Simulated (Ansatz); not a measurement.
Two members of one family (CuTe 6 atoms), computed with Ansatz in the gas phase; def2 core potentials for Te, no spin–orbit coupling. HOMO and LUMO are taken over both spins. Binding counts from free atoms in the multiplicity of their measured ground term, without zero-point energy. The structures are stationary points that may keep the symmetry of their start.

First: Cu4Te2 (singlet, charge 0, PBE-D4/def2-SVP geometry).

```xyz
6

Cu   -0.653   -1.225   -1.659
Cu    0.964    0.347   -0.816
Cu   -0.074    1.328    1.107
Cu   -0.389   -1.015    0.726
Te    1.935   -0.249    1.475
Te   -1.783    0.815   -0.832
```

```csv
level,HOMO (eV),LUMO (eV),gap (eV),binding per atom (eV)
PBE-D4/def2-SVP,-4.45,-3.47,0.98,2.73
PBE-D4/def2-TZVPD,-4.86,-3.78,1.07,2.36
PBE0-D4/def2-SVP,-5.49,-2.83,2.65,2.45
```

Second: Cu5Te (doublet, charge 0, PBE-D4/def2-SVP geometry).

Cartesian coordinates in Å:
```
Cu -1.3145 1.0153 -0.6820
Cu -0.0152 0.1497 1.2604
Cu 0.8745 -2.0077 0.6157
Cu -1.1852 -1.3304 -0.3341
Cu 0.8964 -0.1161 -0.8924
Te 0.7439 2.2892 0.0324
```

Task: Estimate the same table for the second.

Result: 
| level | HOMO (eV) | LUMO (eV) | gap (eV) | binding per atom (eV) |
| --- | --- | --- | --- | --- |
| PBE-D4/def2-SVP | -4.04 | -3.62 | 0.42 | 2.57 |
| PBE-D4/def2-TZVPD | -4.40 | -3.96 | 0.44 | 2.10 |
| PBE0-D4/def2-SVP | -4.61 | -2.82 | 1.80 | 2.18 |
